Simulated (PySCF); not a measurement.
C3H5, doublet (typed; the unrestricted solution is spin-contaminated), at a GFN2-xTB geometry. Base run: PySCF with HF/6-31G*.

Input for PySCF:
```python
from pyscf import gto, scf

mol = gto.M(
    atom='''
C     1.21930413   -0.01255927   -0.15192021
C    -0.05035630    0.42088717    0.13622292
H     1.39641854   -1.02027681   -0.48494024
H     2.07179450    0.63423331   -0.05547914
H    -0.17289208    1.44506354    0.46770440
C    -1.17491144   -0.35848292    0.03182994
H    -2.15056839    0.02417330    0.26857681
H    -1.10897088   -1.38226320   -0.29265777
''',
    basis='6-31g*',
    spin=1,
    verbose=4,
    symmetry=True,
)

mf = scf.UHF(mol)
mf.kernel()
mf.analyze()
```

Each row names what was changed in the base input (with any setting that the change needs).

```csv
change,ΔE vs base (eV),point group used,SCF cycles
base,0.00,C2v,12
symmetry_subgroup = C2,0.00,C2,12
"irrep_nelec = A1:(7, 6) A2:(1, 0) B1:(1, 1) B2:(3, 4)",14.16,C2v,19
"irrep_nelec = A1:(6, 6) A2:(1, 0) B1:(2, 1) B2:(3, 4)",10.94,C2v,14
symmetry = off,0.00,C1,12
symmetry_subgroup = Cs,0.00,Cs,12
"irrep_nelec = A1:(6, 6) A2:(1, 0) B1:(0, 1) B2:(5, 4)",13.64,C2v,14
"irrep_nelec = A1:(6, 6) A2:(0, 0) B1:(2, 1) B2:(4, 4)",6.49,C2v,11
```

Open shells are given as the SCF converged; they aren't shown to be the lowest states, and a large step between rows can be another state.
